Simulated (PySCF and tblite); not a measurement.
Values are calculated unless marked as measured or tabulated.
C4H9FGeO, numbered as in [F:1][C@H:2]1[CH2:3][CH2:4][C@H:5]([GeH3:6])[O:7]1.

The ensemble was built from 60 distance-geometry starts (ETKDG and KDG, UFF, GFN2-xTB) and rests on GFN2-xTB geometries. Energies: PBE0-D3(BJ)/pcSseg-1 (IEF-PCM, water), with GFN2-xTB thermal terms (modes under about 100 cm⁻¹ blended into free rotors). Symmetry numbers and mirror images are counted. Conformers within 2.5 kcal/mol (GFN2-xTB free energy) were kept, 4 at most. GIAO shieldings: PBE0/pcSseg-1 (IEF-PCM, water). Shifts are against TMS (¹H), TMS (¹³C), CFCl3 (¹⁹F) at the same level; of two unlike H on one atom, a is the less shielded. (PySCF 2.14, tblite 0.8.)

Predict the averaged NMR shifts at 298.15 K.

¹H: 6.22 (H2, 1H), 4.94 (H5, 1H), 3.44 (H6, 3H), 2.60 (H4a, 1H), 2.34 (H3a, 1H), 2.20 (H3b, 1H), 2.07 (H4b, 1H) ppm. ¹³C: 119.0 (C2), 77.1 (C5), 38.1 (C3), 29.1 (C4) ppm. ¹⁹F: -142.1 (F1) ppm.

How do the conformers differ?

The 5-ring runs over atoms 2–3–4–5–7.
```csv
conformer,shape,weight %
1,"5-ring envelope (ring torsions 32, -18, -5, 27, -37°)",82.4
2,"5-ring between envelope and twist (ring torsions -16, 33, -39, 29, -7°)",17.6
```

```json
{"signal": "H2", "1": "6.20", "2": "6.32", "average": "6.22"}
{"signal": "H3a", "1": "2.35", "2": "2.28", "average": "2.34"}
{"signal": "H3b", "1": "2.11", "2": "2.59", "average": "2.20"}
{"signal": "H4a", "1": "2.65", "2": "2.34", "average": "2.60"}
{"signal": "H4b", "1": "2.12", "2": "1.85", "average": "2.07"}
{"signal": "H5", "1": "5.05", "2": "4.41", "average": "4.94"}
{"signal": "H6", "1": "3.41", "2": "3.55", "average": "3.44"}
{"signal": "C2", "1": "118.7", "2": "120.4", "average": "119.0"}
{"signal": "C3", "1": "37.8", "2": "39.9", "average": "38.1"}
{"signal": "C4", "1": "28.3", "2": "33.3", "average": "29.1"}
{"signal": "C5", "1": "77.6", "2": "74.4", "average": "77.1"}
{"signal": "F1", "1": "-142.7", "2": "-139.3", "average": "-142.1"}
```

Which signal moves most, for its nucleus, between 250 and 350 K through the change of populations alone?

H5: 4.96 ppm at 250 K, 4.94 ppm at 298.15 K, 4.91 ppm at 350 K.

Spin–orbit effects of the heavy atoms on shieldings are missing. Unscaled ¹⁹F shifts at such levels can be off by tens of ppm; differences between conformers or isomers are more reliable. Shifts are unscaled: against experiment ¹³C can be off by 15 ppm or more and ¹H by 0.8 ppm.


Conformer gaps in pcSseg-1 on xTB geometries can be 2 kcal/mol off for S=O, P=O and other polar bonds.